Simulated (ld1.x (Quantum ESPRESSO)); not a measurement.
**Ranking TM potentials for He**

All share these settings but for the change named:

* Element: He (Z = 2)
* Generator: ld1.x (Quantum ESPRESSO) 7.5
* Type: norm-conserving Troullier–Martins (Kleinman–Bylander form)
* Functional: PBEsol
* Relativity: scalar-relativistic
* Frozen core: none
* Valence charge: 2
* Reference configuration: 1s2
* Partial waves: 1s (bound): rc 0.60 bohr; 2p channel at -0.1 Ry: rc 0.70 bohr
* Local potential: all-electron potential smoothed inside 0.60 bohr (lloc = -2)
* Core correction: none

Cutoff: the first of the cutoffs (Ry, on a coarse ladder) from which the occupation-weighted sum of valence levels, in a spherical-Bessel basis at the reference potential, stays within 10 and 1 mRy of its value at 400 Ry; the density cutoff is not measured.

The base gives 140 Ry.

Of 11 variants that were run, those that failed, showed a ghost or another fault, or gave nearly equal values are left out.

A variant can come out equal or close to the base.

**Question.** Rank these variants from softest to hardest (loose cutoff).
A. all radii scaled by about 1.05 (s 0.62, p 0.74 bohr); local potential all-electron potential smoothed inside 0.62 bohr (lloc = -2)
B. wave 1s (bound): rc 0.60 bohr becomes 1s (bound): rc 0.40 bohr
C. local potential all-electron potential smoothed inside 0.34 bohr (lloc = -2)
D. type PAW; waves now 1s (bound): rcut 0.50, rcutus 0.60 bohr; 1s channel at -0.7 Ry: rcut 0.50, rcutus 0.60 bohr; 2p channel at -0.1 Ry: rcut 0.60, rcutus 0.70 bohr; local potential all-electron potential smoothed inside 0.50 bohr (lloc = -1); augmentation BG, radius 0.45 bohr

**Answer.** D (90 Ry), A (120 Ry), C (140 Ry), B (230 Ry).
